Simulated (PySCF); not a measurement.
CH3S (SMILES C[S]), doublet, geometry from GFN2-xTB; PySCF with DF-HF/6-31G*.

PySCF was given this input:
```python
from pyscf import gto, scf

mol = gto.Mole()
mol.atom = '''
    C     0.014372    1.104672    0.007322
    S    -0.008943   -0.687398   -0.004556
    H     1.047193    1.443295    0.025968
    H    -0.509369    1.457806    0.892039
    H    -0.480964    1.469242   -0.889039
'''
mol.basis = '6-31g*'
mol.charge = 0
mol.spin = 1
mol.verbose = 4
mol.build()

mf = scf.UHF(mol)
mf = mf.density_fit(auxbasis='def2-universal-jkfit')
mf.kernel()
```

The log (banner, timings and long lists left out):

```
PySCF version 2.14.0

[INPUT] verbose = 4
[INPUT] num. atoms = 5
[INPUT] num. electrons = 25
[INPUT] charge = 0
[INPUT] spin (= nelec alpha-beta = 2S) = 1
[INPUT] symmetry False subgroup None
[INPUT] Mole.unit = angstrom
[INPUT] Symbol           X                Y                Z      unit          X                Y                Z       unit  Magmom
[INPUT]  1 C      0.014372000000   1.104672000000   0.007322000000 AA    0.027159143862   2.087527537476   0.013836574684 Bohr   0.0
[INPUT]  2 S     -0.008943000000  -0.687398000000  -0.004556000000 AA   -0.016899820732  -1.298993958574  -0.008609592224 Bohr   0.0
[INPUT]  3 H      1.047193000000   1.443295000000   0.025968000000 AA    1.978907969562   2.727432266954   0.049072408003 Bohr   0.0
[INPUT]  4 H     -0.509369000000   1.457806000000   0.892039000000 AA   -0.962567906344   2.754854082748   1.685709402431 Bohr   0.0
[INPUT]  5 H     -0.480964000000   1.469242000000  -0.889039000000 AA   -0.908890235775   2.776464990708  -1.680040224057 Bohr   0.0

nuclear repulsion = 48.6782759700336
number of shells = 20
number of NR pGTOs = 90
number of NR cGTOs = 38
basis = 6-31g*
ecp = {}

******** <class 'pyscf.df.df_jk.DFUHF'> ********
method = DFUHF
initial guess = minao
damping factor = 0
level_shift factor = 0
DIIS = <class 'pyscf.scf.diis.CDIIS'>
diis_start_cycle = 1
diis_space = 8
diis_damp = 0
SCF conv_tol = 1e-09
SCF conv_tol_grad = None
SCF max_cycles = 50
direct_scf = False
number electrons alpha = 13  beta = 12
Set gradient conv threshold to 3.16228e-05
******** <class 'pyscf.df.df.DF'> ********
auxbasis = def2-universal-jkfit
init E= -437.044617957863

cycle= 1 E= -437.050346164783  delta_E= -0.00573  |g|= 0.212  |ddm|= 1.38
cycle= 2 E= -437.089619138546  delta_E= -0.0393  |g|= 0.109  |ddm|= 0.328
cycle= 3 E= -437.097355258022  delta_E= -0.00774  |g|= 0.0319  |ddm|= 0.11
cycle= 4 E= -437.099014977559  delta_E= -0.00166  |g|= 0.00817  |ddm|= 0.0594
cycle= 5 E= -437.099128949885  delta_E= -0.000114  |g|= 0.00256  |ddm|= 0.0168
cycle= 6 E= -437.099138201646  delta_E= -9.25e-06  |g|= 0.000811  |ddm|= 0.00523
cycle= 7 E= -437.099139124109  delta_E= -9.22e-07  |g|= 0.000263  |ddm|= 0.00174
cycle= 8 E= -437.099139245678  delta_E= -1.22e-07  |g|= 0.000106  |ddm|= 0.000682
cycle= 9 E= -437.099139272136  delta_E= -2.65e-08  |g|= 4.48e-05  |ddm|= 0.000374
cycle= 10 E= -437.099139277894  delta_E= -5.76e-09  |g|= 1.82e-05  |ddm|= 0.000205
cycle= 11 E= -437.099139278824  delta_E= -9.29e-10  |g|= 8.5e-06  |ddm|= 8.07e-05
Extra cycle  E= -437.099139278934  delta_E= -1.1e-10  |g|= 5.79e-06  |ddm|= 1.57e-05
converged SCF energy = -437.099139278934  <S^2> = 0.75828977  2S+1 = 2.0082727
```
